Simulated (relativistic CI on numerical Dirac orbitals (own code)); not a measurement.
# Fe+ in a cubic cluster: 3p photoemission with charge transfer

Computed with a charge-transfer multiplet model of a cubic metal-ligand cluster with up to 2 ligand holes, Slater and spin-orbit integrals from Dirac-Coulomb-Breit ions, Slater integrals scaled by 0.7. The parameters are those of a tetrahedral site (10Dq negative, t2 hopping the larger). The ground state mixes d7 with configurations of k ligand holes L, whose averages lie at kΔ + k(k − 1)U_dd/2; a core hole lowers each added d electron by U_cd. 300 K, Lorentzian 0.9 eV and Gaussian 0.8 eV FWHM.

Atomic integrals in eV (Slater integrals scaled, ζ unscaled), ground: F2dd 6.782, F4dd 4.176, zeta_d 0.042; with the core hole: F2dd 7.717, F4dd 4.794, zeta_d 0.049, zeta_core 0.991, F2cd 8.583, G1cd 10.662, G3cd 6.441.

Cluster parameters (eV): U_dd = 5.5, U_cd = 6.9, 10Dq = -0.45, 10Dq(ligand) = 0, V(eg) = 1, V(t2g) = -1.7, final-state hopping factor = 1.

Weights, n_d and S are thermal averages at 300 K. Binding energies count from the first peak over 30 % of the highest in each spectrum, which can be another peak from case to case. The parameters are a model scan and need not match a compound or its usual spin state. Peaks in eV (height, largest 100): 0.0 (100), 4.4 (41), 8.6 (23), 13.5 (26), 16.5 (14), 18.6 (11).

Which parameters give this spectrum?
A. Δ = 5.3 eV
B. Δ = 8.3 eV
C. Δ = 6.3 eV
D. Δ = 10.3 eV
E. Δ = 7.3 eV

E. Δ = 7.3 eV; the ground state then has 7.10 d electrons and S = 1.50. The choice follows from running the model for each set and comparing peak positions and heights.
